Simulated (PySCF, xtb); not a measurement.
C5H5, SMILES [CH]1C=CC=C1 (connectivity only; charge and spin as stated), charge +1, multiplicity 1.

Harmonic wavenumbers (cm⁻¹) from GFN2-xTB (xtb) at its own minimum, in rising order: 66, 224, 633, 664, 691, 809, 838, 850, 860, 898, 965, 1043, 1044, 1088, 1140, 1165, 1229, 1466, 1503, 3053, 3114, 3120, 3146, 3151.

Problem. What does B3LYP-D3(BJ)/def2-SVP run with PySCF give at its own minimum? (Estimate from the structure and the level; the computed values follow.)

Solution. 273, 343, 494, 694, 796, 812, 855, 966, 972, 1000, 1051, 1060, 1094, 1135, 1277, 1289, 1341, 1587, 1622, 3193, 3232, 3236, 3262, 3266. Paired by order, the mean absolute difference is 99 cm⁻¹ and the zero-point energies are 46.8 and 49.8 kcal/mol.
